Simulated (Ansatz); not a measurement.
[Ni(SH)4]2- (NiH₄S₄²⁻), relaxed as a singlet with RKS PBE0-D4/def2-SVPD in Ansatz, starting from the PBE0-D4/def2-SVPD geometry of the charge -2 triplet. Force threshold 0.02 eV/Å.

A multiply charged anion in the gas phase is held together partly by the finite basis. The highest occupied level of the charge -2 singlet lies above zero (up to 2.08 eV). The electron is either unbound and held by the finite basis, or the level is raised by self-interaction error. At PBE0-D4/def2-SVPD a triplet of charge -2 lies 0.47 eV below the restricted singlet, each at its own geometry.

Start:

Cartesian coordinates in Å:
```
Ni 0.031 -0.112 -0.046
S -0.425 0.166 2.256
H -1.770 0.065 2.137
S -0.122 1.779 -1.457
H 1.115 2.251 -1.177
S 2.394 -0.502 0.086
H 2.622 -0.204 -1.214
S -1.882 -1.324 -0.838
H -1.963 -2.119 0.253
```

```tsv
step	energy (eV)	largest force component (eV/Å)	SCF passes
1	-84413.4648	0.651	62
2	-84413.7736	0.332	32
3	-84413.9974	0.280	31
4	-84414.1460	0.182	26
5	-84414.2376	0.273	23
6	-84414.2901	0.216	27
7	-84414.3217	0.148	24
8	-84414.3291	0.103	25
9	-84414.3315	0.006	26
10	-84414.3317	0.003	26
```

Force components are those of the run's own axes.

End:

```xyz
9

Ni    0.000    0.000    0.000
S    -0.183   -0.856    2.101
H    -1.514   -0.699    2.295
S     0.154    0.957   -2.059
H     1.206    1.783   -1.848
S     2.193    0.353    0.497
H     2.705    0.400   -0.755
S    -2.164   -0.453   -0.539
H    -2.398   -1.484    0.308
```

By distances, no bond broke or formed. The bond that changes most is Ni1–S6, from 2.40 to 2.28 Å (atoms count from 1).

The force fell under the threshold at step 9, but the optimiser went on. No frequencies were taken in this run, so the end may be a saddle point.

Run time 46 s (4 threads of Intel Xeon Platinum 8488C on a shared host).
